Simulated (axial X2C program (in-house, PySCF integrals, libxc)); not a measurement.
## TiCN: the levels of the configuration d1 s2 p(π)0

Computed with an axial X2C code built on PySCF integrals: two-component X2C with atomic mean-field Coulomb and Gaunt terms, basis Ti dyall-v3z, C dyall-v3z, N dyall-av3z (cores contracted in-house). Orbitals come from Hartree–Fock averaged over the configuration Ti d1 s2 p(π)0; CI then distributes these electrons over the d, s, p(π) shells of Ti.

Ti–C–N held linear, bonds 2.151 and 1.160 Å (the second held) (near the minimum of the configuration average).

Active spinors (ω > 0):

| shell | ω | ε (eV) | character |
| --- | --- | --- | --- |
| d | 1/2 | 0.76 | 57% Ti d, 22% Ti p, 14% Ti s |
| d | 3/2 | 1.37 | 100% Ti d |
| d | 5/2 | 1.39 | 100% Ti d |
| d | 3/2 | 1.75 | 98% Ti d |
| d | 1/2 | 1.76 | 97% Ti d |
| p(π) | 1/2 | 1.92 | 89% Ti p, 3% C p |
| p(π) | 3/2 | 1.94 | 89% Ti p, 3% C p |

Filled shells are left out: they mix freely with the closed shells.

Lowest levels of this model:

```tsv
Ω	energy (cm⁻¹)	g∥	μ (D)	configuration
3/2	0	0.00	-6.21	82% d2 s1 + 15% d3
5/2	97	4.00	-6.21	84% d2 s1 + 15% d3
7/2	189	8.00	-6.21	84% d2 s1 + 15% d3
9/2	277	12.01	-6.22	84% d2 s1 + 15% d3
1/2	1102	2.00	-6.16	84% d2 s1 + 15% d3
3/2	1103	5.99	-6.17	83% d2 s1 + 16% d3
1/2	2190	3.87	-6.07	86% d2 s1 + 13% d3
1/2	2218	0.13	-6.07	86% d2 s1 + 13% d3
3/2	2228	3.98	-6.08	84% d2 s1 + 13% d3
5/2	2232	7.95	-6.09	82% d2 s1 + 13% d3
3/2	3096	2.03	-6.56	77% d1 s2 + 12% d2 s1
5/2	3300	6.06	-6.56	75% d1 s2 + 14% d2 s1
1/2	4920	0.22	-6.39	45% d2 s1 + 42% d1 s2
5/2	5113	6.00	-5.82	99% d2 s1
7/2	5171	10.00	-5.82	99% d2 s1
7/2	5593	8.00	-6.38	80% d2 s1 + 18% d3
9/2	16951	10.00	-6.30	81% d2 s1 + 17% d3
7/2	16960	6.00	-6.30	81% d2 s1 + 17% d3
9/2	23326	12.00	-7.94	83% d1 s1 p(π)1 + 12% d2 p(π)1
9/2	25792	10.01	-8.42	100% d2 p(π)1
```

g∥ is the magnitude of 2⟨Lz + ge Sz⟩ for the +Ω component. μ is positive if the N end is positive.

Task: From Ω and g∥ of the lowest level, whose 2⟨Lz + ge Sz⟩ is positive, find ⟨Sz⟩ and ⟨Lz⟩ (ge = 2.0023).

Result: Ω = ⟨Lz⟩ + ⟨Sz⟩ = 3/2 and ⟨Lz⟩ + ge⟨Sz⟩ = 0.000, so ⟨Sz⟩ = -1.50 and ⟨Lz⟩ = 3.00.

Occupations of the active spinors in the lowest level by ω, shell by shell in order of energy: -5/2: 0.00; -3/2: 0.00 0.00 0.00; -1/2: 0.15 0.00 0.85 0.00; 1/2: 0.04 0.94 0.02 0.01; 3/2: 0.99 0.01 0.00; 5/2: 0.00. The leading determinant has weight 0.79 among 82.

This point took 1.6 s on 1 thread of Arm Neoverse V2 (shared host).

Dynamic correlation is missing, so gaps between terms are too wide and other configurations may lie lower; the lowest level listed is that of this model, not necessarily the ground state. The lowest levels belong to d2 s1, not to the averaged configuration, so orbitals and distance suit them less well. For d shells the ligand-field splittings (σ, π, δ) and their order can be off by a thousand cm⁻¹ or more. At most 4 roots were kept for each Ω > 0 (twice that for Ω = 0) within 3.2 eV of the lowest, so higher up levels can be missing between those listed; levels with Ω > 0 are doubly degenerate and listed once, Ω = 0 levels singly. Some active spinors are only partly of the character that their shell is named for, so the shell names and counts are nominal. States that fill the shells left empty in the average are placed too high. The molecule was held linear; bending was not examined.
